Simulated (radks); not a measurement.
Valence configurations of the gadolinium ion Gd+ (all share [Xe]). All-electron calculation, Dirac Kohn-Sham, BLYP, spin-unpolarised, spherical densities, finite nucleus; open shells fill j = l - 1/2 first; Fermi nuclear charge, rms radius 5.1569 fm. Program: a radial shooting solver on a logarithmic mesh with Libxc functionals. Energies are relative to 4f7 5d1 6s1; eigenvalues in eV.

[
 {"valence": "4f7 5d1 6s1", "E (eV)": "0.000", "e(4f5/2)": "-14.968", "e(4f7/2)": "-14.215", "e(5d3/2)": "-8.441", "e(6p1/2)": "-", "e(6s1/2)": "-9.253"},
 {"valence": "4f6.5 5d1.5 6s1", "E (eV)": "3.515", "e(4f5/2)": "-18.195", "e(4f7/2)": "-17.413", "e(5d3/2)": "-9.093", "e(6p1/2)": "-", "e(6s1/2)": "-9.504"},
 {"valence": "4f6 5d1 6s2", "E (eV)": "8.741", "e(4f5/2)": "-24.172", "e(4f7/2)": "-", "e(5d3/2)": "-11.385", "e(6p1/2)": "-", "e(6s1/2)": "-10.599"},
 {"valence": "4f7 5d1 6p1", "E (eV)": "3.323", "e(4f5/2)": "-16.025", "e(4f7/2)": "-15.272", "e(5d3/2)": "-9.289", "e(6p1/2)": "-6.488", "e(6s1/2)": "-"},
 {"valence": "4f7 6s2", "E (eV)": "-0.491", "e(4f5/2)": "-17.316", "e(4f7/2)": "-16.561", "e(5d3/2)": "-", "e(6p1/2)": "-", "e(6s1/2)": "-10.096"},
 {"valence": "4f7 5d2", "E (eV)": "1.088", "e(4f5/2)": "-12.956", "e(4f7/2)": "-12.205", "e(5d3/2)": "-7.149", "e(6p1/2)": "-", "e(6s1/2)": "-"},
 {"valence": "4f7 6p2", "E (eV)": "6.761", "e(4f5/2)": "-19.406", "e(4f7/2)": "-18.650", "e(5d3/2)": "-", "e(6p1/2)": "-7.496", "e(6s1/2)": "-"},
 {"valence": "4f7 5d1 6s0.5 6p0.5", "E (eV)": "1.649", "e(4f5/2)": "-15.502", "e(4f7/2)": "-14.749", "e(5d3/2)": "-8.871", "e(6p1/2)": "-6.241", "e(6s1/2)": "-9.563"},
 {"valence": "4f6.5 5d1 6s1.5", "E (eV)": "3.395", "e(4f5/2)": "-19.388", "e(4f7/2)": "-18.606", "e(5d3/2)": "-9.859", "e(6p1/2)": "-", "e(6s1/2)": "-9.925"},
 {"valence": "4f6 6s1 6p2", "E (eV)": "18.170", "e(4f5/2)": "-28.990", "e(4f7/2)": "-", "e(5d3/2)": "-", "e(6p1/2)": "-8.362", "e(6s1/2)": "-12.564"}
]

NIST lists [Xe] 4f7 5d1 6s1 as the ground configuration; this level of theory puts 4f7 6s2 lower, by 0.491 eV. The energies are those of spherical spin-averaged densities, not of single terms.
